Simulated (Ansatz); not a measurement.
CHBClF2N (`N=C(F)B(F)Cl`), relaxed with RKS PBE0-D4/def2-TZVP in the Gaussian-basis code of Ansatz from a PBE-D4/def2-SVP geometry. The force threshold is 0.005 eV/Å; the program also tests the step.

Total charge 0; spin multiplicity 1.

Start:

```xyz
7

N     0.329   -0.932    1.183
C     0.409   -0.071    0.256
F     1.550    0.620   -0.023
B    -0.832    0.281   -0.673
F    -1.982   -0.337   -0.475
Cl   -0.703    1.471   -1.953
H     1.231   -1.032    1.685
```

```csv
step,energy (eV),largest force (eV/Å),largest move (Å)
1,-21169.2135,1.319,0.000
2,-21169.2436,0.363,0.020
3,-21169.2471,0.039,0.007
4,-21169.2472,0.039,0.004
5 (rejected),-21169.2467,0.115,0.012
6,-21169.2473,0.007,0.003
7,-21169.2473,0.004,0.000
```

End:

```xyz
7

N     0.333   -0.918    1.170
C     0.405   -0.071    0.255
F     1.537    0.610   -0.017
B    -0.829    0.281   -0.672
F    -1.962   -0.336   -0.469
Cl   -0.700    1.460   -1.939
H     1.216   -1.025    1.671
```

Run time 10 s (4 threads of an AMD EPYC 9R45 on a shared host); peak host memory 0.49 GiB.
